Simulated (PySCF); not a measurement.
**GaH to GaH₃: adding ligands**

Level: PBE0 in the def2-TZVP basis family, all electrons, no relativity, computed in PySCF with density fitting; open shells unrestricted.

Each entry is the lowest minimum that a search over a few typed start shapes (and spin states, where more than one is plausible) found, or that minimum re-optimised at the stated level; isomers with ligand–ligand bonds, or fragments after loss of a ligand pair, can lie lower.

```json
{"molecule": "GaH", "2S+1": "1", "point group": "C∞v", "mean bond to Ga (Å)": "1.681", "gap (eV)": "4.23", "atomisation (kJ/mol)": "276", "lowest ω (cm⁻¹)": "1601", "distinct angles (°)": ""}
{"molecule": "GaH₂", "2S+1": "?", "point group": "?", "mean bond to Ga (Å)": "?", "gap (eV)": "?", "atomisation (kJ/mol)": "?", "lowest ω (cm⁻¹)": "?", "distinct angles (°)": "?"}
{"molecule": "GaH₃", "2S+1": "1", "point group": "D3h", "mean bond to Ga (Å)": "1.568", "gap (eV)": "6.77", "atomisation (kJ/mol)": "801", "lowest ω (cm⁻¹)": "724", "distinct angles (°)": "120"}
```

**Question.** Fill in the row of GaH₂.

**Answer.** 2S+1: 2; point group: C2v; mean bond to Ga (Å): 1.593; atomisation (kJ/mol): 462; lowest ω (cm⁻¹): 735; distinct angles (°): 120.

The bond shortens at every step; the largest change, -0.088 Å, falls between GaH and GaH₂ among the members listed.

The shape changes along the series: C∞v for GaH; C2v for GaH₂; D3h for GaH₃.

Left out of the table are members whose search was unfinished or whose lowest solution was spin-contaminated, unstable, very soft or bonded differently.
